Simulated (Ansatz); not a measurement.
Basis-set extrapolation for `[OH][AlH][C]#CS` (PBE0-D4/def2-TZVP geometry, frozen core, Ansatz). Multiplicity 1, RHF reference.

|  | def2-TZVPP | def2-QZVPP |
| --- | --- | --- |
| HF | -791.890584 | -791.915676 |
| MP2 correlation | -0.786703 | -0.847071 |
| CCSD(T) correlation | -0.853907 | not run |

Energies in hartree. Use E(X) = E(∞) + A·exp(−7.88·√X) for Hartree–Fock and E(X) = E(∞) + B·X^(−2.97) for correlation, with X = 3 and 4, and add CCSD(T) minus MP2 of the smaller set to the MP2 limit.

Problem. What is the CCSD(T) energy at the basis-set limit?

Solution. HF limit: -791.915676 + (-0.025092) × 0.13774 = -791.91913. MP2 limit: -0.847071 + (-0.060368) × 0.74074 = -0.89179. Higher-order term: -0.853907 − (-0.786703) = -0.06720. Total: -792.87812 hartree, 3.64 eV below CCSD(T)/def2-TZVPP.
